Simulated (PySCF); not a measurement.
# IO₂Cl, singlet: data card

Computed with PBE0 in PySCF with I def2-TZVP with ECP28, O def2-TZVP, Cl def2-TZVP; scalar-relativistic core potentials, no spin–orbit coupling; density-fitted integrals.

The structure is a saddle point with 1 imaginary mode.

Coordinates in bohr (charge 0 multiplicity 1):
```
I    -0.6023    0.0000   -0.1453
O    -0.4276    0.0000    3.1740
O    -3.9375    0.0000   -0.6969
Cl    4.1800    0.0000   -0.6075
```

```
Point group                                                                   : Cs
Bond lengths                                                                  : I–Cl 2.542 Å, I–O 1.759 Å, I–O 1.789 Å
Bond angles                                                                   : Cl–I–O 92.5°, Cl–I–O 165.1°, O–I–O 102.4°
Atomisation energy without zero-point energy                                  : 544 kJ/mol
Principal quadrupole moments (Buckingham, traceless) about the centre of mass : -12.41, 1.25, 11.17 D Å
Zero-point energy (real modes)                                                : 14.9 kJ/mol
Lowest empty level                                                            : -6.10 eV
Principal polarisabilities                                                    : 30.4, 47.1, 99.7 bohr³
Rotational constants                                                          : 0.334, 0.066, 0.05511 cm⁻¹
Dipole moment                                                                 : 1.93 D
Highest occupied level                                                        : -8.60 eV
```

Harmonic modes (masses in u: I 126.904, O 15.995, Cl 34.969):
```json
{"symmetry": "a''", "ω (cm⁻¹)": "253i", "IR (km/mol)": "–", "μ (u)": "22.98"}
{"symmetry": "a'", "ω (cm⁻¹)": "134", "IR (km/mol)": "8.7", "μ (u)": "22.50"}
{"symmetry": "a'", "ω (cm⁻¹)": "275", "IR (km/mol)": "46.9", "μ (u)": "37.00"}
{"symmetry": "a'", "ω (cm⁻¹)": "336", "IR (km/mol)": "27.1", "μ (u)": "17.72"}
{"symmetry": "a'", "ω (cm⁻¹)": "842", "IR (km/mol)": "81.6", "μ (u)": "17.48"}
{"symmetry": "a'", "ω (cm⁻¹)": "906", "IR (km/mol)": "30.9", "μ (u)": "17.87"}
```

Charges (e):
```tsv
atom	Mulliken	Löwdin	polar tensor	Mayer order to I1
I1	1.19	1.11	1.55	–
O2	-0.40	-0.42	-0.42	1.72
O3	-0.44	-0.45	-0.56	1.68
Cl4	-0.36	-0.24	-0.57	0.84
```

Mulliken populations on I1 (electrons outside its core potential): s 3.92, p 9.11, d 10.64, f 0.14.

Outer orbital energies (eV). occupied: -13.55, -13.38, -10.72, -10.33, -10.21, -9.20, -8.98, -8.60; empty: -6.10, -2.20, -0.76, 3.34.

Other isomers or separated fragments may lie lower. At this level a singlet minimum of Cs symmetry lies 138 kJ/mol below this structure.

The final relaxation and frequency run took about 4 core-minutes on a shared host.
